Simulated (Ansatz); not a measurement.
# Nudged elastic band run: AlH$_{8}$NSSi$_{2}$

input.yaml

```yaml
crystal:
  periodic: [false, false, false]
  atoms:
    - { symbol: "N", position_ang: [-1.08225, 2.739865, 1.383263] }
    - { symbol: Si, position_ang: [-0.896285, 1.398212, 0.143763] }
    - { symbol: Al, position_ang: [0.044075, -0.655279, 0.736687] }
    - { symbol: Si, position_ang: [0.639147, -2.271583, -0.834286] }
    - { symbol: S, position_ang: [2.53678, -1.931314, -1.829916] }
    - { symbol: H, position_ang: [-0.108796, 2.884914, 1.81579] }
    - { symbol: H, position_ang: [-1.596523, 2.303946, 2.220517] }
    - { symbol: H, position_ang: [-2.250426, 1.206525, -0.376143] }
    - { symbol: H, position_ang: [-0.143587, 2.022382, -0.943953] }
    - { symbol: H, position_ang: [0.330934, -0.941179, 2.20275] }
    - { symbol: H, position_ang: [-0.388462, -2.449917, -1.865139] }
    - { symbol: H, position_ang: [0.800215, -3.596513, -0.241075] }
    - { symbol: H, position_ang: [2.135678, -0.744857, -2.397558] }
basis:
  gaussian: { orbitals: STO-3G }
hamiltonian:
  xc: blyp
neb:
  order_check: false
  images: 7
  f_tol: 0.05
  max_iterations: 60
  initial_path: idpp
  spring: 50.0
  final_atoms:
    - { symbol: "N", position_ang: [-0.4809194, 2.42759851, -0.17585454] }
    - { symbol: Si, position_ang: [-0.93528436, 1.256401, 1.160634] }
    - { symbol: Al, position_ang: [-0.50986755, -1.0328697, 0.9701675] }
    - { symbol: Si, position_ang: [0.60918724, -1.98695284, -0.83725756] }
    - { symbol: S, position_ang: [2.55850644, -1.14996516, -1.28973965] }
    - { symbol: H, position_ang: [-0.92910005, 2.05123519, -1.07657026] }
    - { symbol: H, position_ang: [0.55738758, 2.25649567, -0.39220364] }
    - { symbol: H, position_ang: [-0.26669387, 1.79604669, 2.3445211] }
    - { symbol: H, position_ang: [-2.36378836, 1.49322032, 1.36612647] }
    - { symbol: H, position_ang: [-0.97412578, -1.9476798, 2.09226911] }
    - { symbol: H, position_ang: [-0.20921226, -1.92052914, -2.05422846] }
    - { symbol: H, position_ang: [0.88355845, -3.40987668, -0.66075661] }
    - { symbol: H, position_ang: [2.08085194, 0.13207796, -1.43240745] }
```

Command:

```bash
$ ansatz run input.yaml --threads 1 --pin off --max-ram 2048MiB --backend cpu --events-out ev --progress --plain --runs-dir out
```

Output, in part (warnings, iteration lines, the closing report on the highest movable image, with atoms numbered from 0):

```
NEB end point (image 0): max|allowed force component| = 1.283e-2 eV/Å (the criterion of neb.relax_end_points is 1.000e-2)
NEB end point (image 8): max|allowed force component| = 1.298e-2 eV/Å (the criterion of neb.relax_end_points is 1.000e-2)
NEB iter   1: max|band force component| = 8.438e-1 eV/Å  barrier→ = 0.1807 eV  barrier← = 0.1530 eV  Δτ_max = 0.2000 Å  (212 SCF iters)
NEB iter   2: max|band force component| = 5.230e-1 eV/Å  barrier→ = 0.1321 eV  barrier← = 0.1044 eV  Δτ_max = 0.1348 Å  (170 SCF iters)
NEB iter   3: max|band force component| = 1.864e-1 eV/Å  barrier→ = 0.0577 eV  barrier← = 0.0301 eV  CI = image 5  Δτ_max = 0.0614 Å  (175 SCF iters)
NEB iter   4: max|band force component| = 8.046e-2 eV/Å  barrier→ = 0.0523 eV  barrier← = 0.0246 eV  CI = image 5  Δτ_max = 0.1605 Å  (162 SCF iters)
NEB iter   5: max|band force component| = 7.278e-2 eV/Å  barrier→ = 0.0446 eV  barrier← = 0.0169 eV  CI = image 5  Δτ_max = 0.1238 Å  (158 SCF iters)
NEB iter   6: max|band force component| = 4.632e-2 eV/Å  barrier→ = 0.0418 eV  barrier← = 0.0141 eV  CI = image 5  Δτ_max = 0.0476 Å  (170 SCF iters)
NEB iter   7: max|band force component| = 6.080e-1 eV/Å  barrier→ = 0.0399 eV  barrier← = 0.0122 eV  CI = image 5  Δτ_max = 0.0742 Å  (25 SCF iters)
NEB iter   8: max|band force component| = 5.159e-2 eV/Å  barrier→ = 0.0391 eV  barrier← = 0.0115 eV  CI = image 5  Δτ_max = 0.0544 Å  (170 SCF iters)
NEB iter   9: max|band force component| = 5.243e-2 eV/Å  barrier→ = 0.0388 eV  barrier← = 0.0111 eV  CI = image 5  Δτ_max = 0.0216 Å  (161 SCF iters)
NEB iter  10: max|band force component| = 2.408e-2 eV/Å  barrier→ = 0.0384 eV  barrier← = 0.0108 eV  CI = image 5  Δτ_max = 0.0000 Å  (316 SCF iters)
Total energy: -34401.28945690 eV, -1264.2240695096 hartree
Atom 0 at    -0.388670     2.562583     0.304537 Å, force     0.009690    -0.006731     0.009432 eV/Å
Atom 1 at    -1.520530     1.170443    -0.098672 Å, force    -0.007801    -0.004720     0.006737 eV/Å
Atom 2 at    -0.902167    -1.013252     0.461274 Å, force     0.003073     0.012261    -0.015128 eV/Å
Atom 3 at     1.011195    -2.030248    -0.396293 Å, force     0.003487    -0.010373     0.018694 eV/Å
Atom 4 at     2.890373    -1.148612     0.241680 Å, force    -0.011782    -0.005422    -0.013935 eV/Å
Atom 5 at     0.578863     2.289309    -0.076581 Å, force    -0.005088     0.000242    -0.003184 eV/Å
Atom 6 at    -0.200112     2.501081     1.361205 Å, force    -0.004773     0.002276    -0.005327 eV/Å
Atom 7 at    -2.786245     1.559158     0.519876 Å, force     0.002057     0.005235    -0.002824 eV/Å
Atom 8 at    -1.724716     1.294647    -1.541808 Å, force    -0.000447     0.003324     0.000770 eV/Å
Atom 9 at    -1.726617    -1.778189     1.483947 Å, force     0.004553    -0.002167     0.000455 eV/Å
Atom 10 at     1.005097    -2.062525    -1.862458 Å, force     0.002396    -0.002434    -0.001829 eV/Å
Atom 11 at     1.138457    -3.428520     0.004542 Å, force     0.002280    -0.001068    -0.000137 eV/Å
Atom 12 at     2.645572     0.049327    -0.386548 Å, force     0.002355     0.009576     0.006278 eV/Å
Dipole moment:    -0.122959    -0.272437     0.101421 e Å
```

The run converged. The band force fell under the threshold earlier too, but the program's further tests of the path sent the band on. Another band between the same ends (7 images) ends at a top of the same energy, where a vibrational analysis finds no clearly imaginary modes. Limits of this set-up: minimal basis.

Final band (atoms are numbered from 1 in the order of the input):

| image | path coordinate (Å) | energy (kcal/mol) | dihedral N1–Si2–Al3–H10 (°) |
| --- | --- | --- | --- |
| 0 | 0.00 | 0.0 | 8 |
| 1 | 1.10 | 0.1 | 27 |
| 2 | 2.20 | 0.3 | 47 |
| 3 | 3.30 | 0.5 | 68 |
| 4 | 4.40 | 0.8 | 92 |
| 5 | 5.49 | 0.9 | 116 |
| 6 | 6.58 | 0.8 | 141 |
| 7 | 7.67 | 0.7 | 163 |
| 8 | 8.76 | 0.6 | -177 |

Time of the run: 2.9 min on 1 thread of Arm Neoverse V2, on a shared host, peak memory 0.1 GiB.
